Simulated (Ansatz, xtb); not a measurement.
**Two isomers of C3H6N2SSi**

We compare I, `[SiH3]c1[nH]ncc1S`, a singlet, with II, `[SiH3]c1n[nH]cc1S`, a singlet. Both are isolated molecules in the gas phase, relaxed with r2SCAN-D4/def2-SVP; the shapes shown needn't be the lowest conformers.

I (Å):

```yaml
atoms:
  - { symbol: C, position_ang: [-0.0108, 1.0269, -0.8352] }
  - { symbol: C, position_ang: [1.3236, 2.4974, 0.2025] }
  - { symbol: C, position_ang: [0.6588, 1.2588, 0.3734] }
  - { symbol: N, position_ang: [0.3076, 2.1046, -1.6073] }
  - { symbol: N, position_ang: [1.1054, 2.9980, -1.0121] }
  - { symbol: S, position_ang: [0.5536, 0.2364, 1.8103] }
  - { symbol: Si, position_ang: [-1.0942, -0.4125, -1.3383] }
  - { symbol: H, position_ang: [-2.3086, -0.4988, -0.4798] }
  - { symbol: H, position_ang: [-0.3363, -1.6939, -1.2655] }
  - { symbol: H, position_ang: [-1.5085, -0.1659, -2.7541] }
  - { symbol: H, position_ang: [-0.0016, 2.2833, -2.5576] }
  - { symbol: H, position_ang: [1.9480, 3.0334, 0.9179] }
  - { symbol: H, position_ang: [1.6957, -0.4660, 1.6145] }
```

II (Å):

```yaml
atoms:
  - { symbol: C, position_ang: [-0.2247, 0.9160, -0.8942] }
  - { symbol: C, position_ang: [1.8280, 1.7020, -0.4730] }
  - { symbol: C, position_ang: [0.8119, 0.9432, 0.0906] }
  - { symbol: N, position_ang: [0.1502, 1.6163, -1.9795] }
  - { symbol: N, position_ang: [1.3697, 2.0707, -1.7028] }
  - { symbol: S, position_ang: [0.7212, 0.1472, 1.6573] }
  - { symbol: Si, position_ang: [-1.9005, 0.0819, -0.8300] }
  - { symbol: H, position_ang: [-2.7072, 0.6207, 0.3071] }
  - { symbol: H, position_ang: [-2.6091, 0.3308, -2.1156] }
  - { symbol: H, position_ang: [-1.7405, -1.3885, -0.6141] }
  - { symbol: H, position_ang: [1.8566, 2.6348, -2.3910] }
  - { symbol: H, position_ang: [2.8090, 1.9973, -0.1051] }
  - { symbol: H, position_ang: [1.9343, 0.5415, 2.0992] }
```

**Question.** Estimate which is lower in electronic energy at CCSD(T)/def2-SVP + ΔMP2/def2-TZVPP, and by roughly how much.

**Answer.** The CCSD(T)/def2-SVP + ΔMP2/def2-TZVPP calculation puts structure I lower, by 4.1 kcal/mol.

How the difference moves with the method:

```
                             level            geometry  E(II) − E(I) (kcal/mol)  departure from the last row (kcal/mol)  job, with rough time for the two
                          GFN2-xTB            GFN2-xTB                      +2.3                                    −1.8               optimisation, 0.2 s
                         HF/STO-3G            GFN2-xTB                      +0.2                                    −3.8              single point, 0.44 s
      r2SCAN-D4/def2-SVP//GFN2-xTB            GFN2-xTB                      +2.0                                    −2.1               single point, 3.1 s
                r2SCAN-D4/def2-SVP  r2SCAN-D4/def2-SVP                      +3.6                                    −0.5                optimisation, 72 s
                       HF/def2-SVP  r2SCAN-D4/def2-SVP                      +5.3                                    +1.2           part of the CCSD(T) run
                      MP2/def2-SVP  r2SCAN-D4/def2-SVP                      +4.3                                    +0.2           part of the CCSD(T) run
                  CCSD(T)/def2-SVP  r2SCAN-D4/def2-SVP                      +4.4                                    +0.3                      single point
CCSD(T)/def2-SVP + ΔMP2/def2-TZVPP  r2SCAN-D4/def2-SVP                      +4.1                                                        single point, 45 s
```

As drawn, both hold the same kinds of bond in the same numbers.

HF/STO-3G finds them nearly level. The largest departure from CCSD(T)/def2-SVP + ΔMP2/def2-TZVPP is that of HF/STO-3G, 3.8 kcal/mol. The last row adds to CCSD(T) the change of the MP2 difference between the two basis sets, here −0.3 kcal/mol.

With thermal terms from frequencies at re-optimised GFN2-xTB minima (ideal gas, soft modes damped towards free rotors, one conformer each, 298.15 K, 1 atm): the zero-point term adds −0.3 kcal/mol; ΔH is +3.8 and ΔG +3.7 kcal/mol.

The correlated steps freeze 15 core orbitals. Programs: Ansatz 0.2.0, xtb 6.7.1; the last row on 2 threads of Intel(R) Xeon(R) 6975P-C (Granite Rapids) on a shared host.
